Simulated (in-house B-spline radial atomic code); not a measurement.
## Pd3+: [Ne] 3s2 (3p1/2)2 (3p3/2)3 3d10 4s1 4p6 4d9 (with a hole in an inner shell)

Method: Dirac-Hartree-Fock, average of the jj configuration, Fermi nucleus of rms radius 4.5318 fm. Calculated with a B-spline radial code for spherical atoms.

Z_r = [3n² - l(l+1)]/(2<r>); Z_e = n√(-2ε); the last column is Slater's effective charge. Values are occupation-weighted means over j. An effective charge above Z reflects the relativistic contraction of the inner shells.

| shell | electrons | ε (eV) | <r> (bohr) | Z_r | Z_e | Slater |
| --- | --- | --- | --- | --- | --- | --- |
| 1s | 2 | -24578 | 0.03184 | 47.11 | 42.50 | 45.70 |
| 2s | 2 | -3735.3 | 0.1377 | 43.58 | 33.14 | 41.85 |
| 2p | 6 | -3353.2 | 0.1205 | 41.48 | 31.40 | 41.85 |
| 3s | 2 | -756.81 | 0.3753 | 35.97 | 22.37 | 35.10 |
| 3p | 5 | -634.37 | 0.3745 | 33.38 | 20.48 | 35.10 |
| 3d | 10 | -426.09 | 0.3519 | 29.84 | 16.79 | 25.85 |
| 4s | 1 | -155.12 | 0.9232 | 26.00 | 13.51 | 19.45 |
| 4p | 6 | -111.41 | 1.003 | 22.94 | 11.45 | 19.45 |
| 4d | 9 | -52.758 | 1.235 | 17.00 | 7.88 | 9.20 |

The least bound orbital is 4d5/2 at -52.45 eV, and it is also the most diffuse (<r> = 1.241 bohr). The part-filled 3p shell lies below the filled 4p shell in orbital energy.

For the 1s electron the small component carries 2.84 % of the norm, the zero-frequency Breit interaction raises the level by 51.64 eV, self-energy by 28.84 eV, and vacuum polarisation lowers it by 3.561 eV.
